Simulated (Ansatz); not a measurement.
This triplet is an excited state, 1.39 eV above the relaxed singlet at the level composite: frozen-core CCSD(T) with HF/cc-pVQZ and the correlation energy extrapolated as X^-3 from cc-pVTZ and cc-pVQZ, plus CCSDT(Q) minus CCSD(T) in cc-pVDZ // PBE0-D3(BJ)/def2-TZVP (Ansatz, a program for electronic structure).

A geometry relaxed with PBE0-D3(BJ)/def2-TZVP (Ansatz), charge 0, multiplicity 3:

```xyz
4

H     -1.9094     0.1467    -0.0001
Si    -0.6252     0.8153    -0.3327
C      1.7743    -0.7802    -0.1241
N      0.7602    -0.1818    -0.1900
```

Question: Write the SMILES of this molecule.

Answer: `[C-]#[N+][SiH]`
